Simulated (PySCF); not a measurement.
dichloro(disilanyl)silane (Cl2H6Si3), SMILES [SiH2]([SiH](Cl)Cl)[SiH3].

The structure is a stationary point at B3LYP-D3(BJ)/def2-SVP. Other conformers were not sampled.

Level of theory: TDA-PBE/def2-SVPD in PySCF 2.14.0.

Vertical excitations. The molecule is in vacuum.

```csv
state,energy (eV),λ (nm),f,main pairs
S1,5.66,219,0.020,HOMO→LUMO 92 %
S2,5.79,214,0.006,HOMO→LUMO+1 95 %
S3,6.08,204,0.008,"HOMO−1→LUMO 49 %, HOMO→LUMO+2 49 %"
S4,6.32,196,0.003,HOMO−1→LUMO+1 87 %
S5,6.41,193,0.116,"HOMO−1→LUMO 33 %, HOMO→LUMO+2 30 %, HOMO→LUMO+4 14 %, HOMO−1→LUMO+2 11 %"
S6,6.46,192,0.010,"HOMO→LUMO+3 52 %, HOMO−2→LUMO 37 %"
S7,6.48,191,0.003,"HOMO−2→LUMO 49 %, HOMO→LUMO+3 37 %"
S8,6.59,188,0.004,HOMO−3→LUMO 93 %
S9,6.60,188,0.071,"HOMO→LUMO+4 45 %, HOMO−2→LUMO+1 34 %"
S10,6.64,187,0.071,"HOMO−2→LUMO+1 46 %, HOMO→LUMO+4 16 %, HOMO−3→LUMO+1 13 %, HOMO−4→LUMO 8 %"
T1,5.09,243,0,HOMO→LUMO 97 %
T2,5.28,235,0,HOMO→LUMO+1 98 %
T3,5.55,223,0,HOMO→LUMO+2 96 %
T4,5.81,213,0,HOMO−1→LUMO 94 %
```
Triplets are in the Tamm–Dancoff approximation.
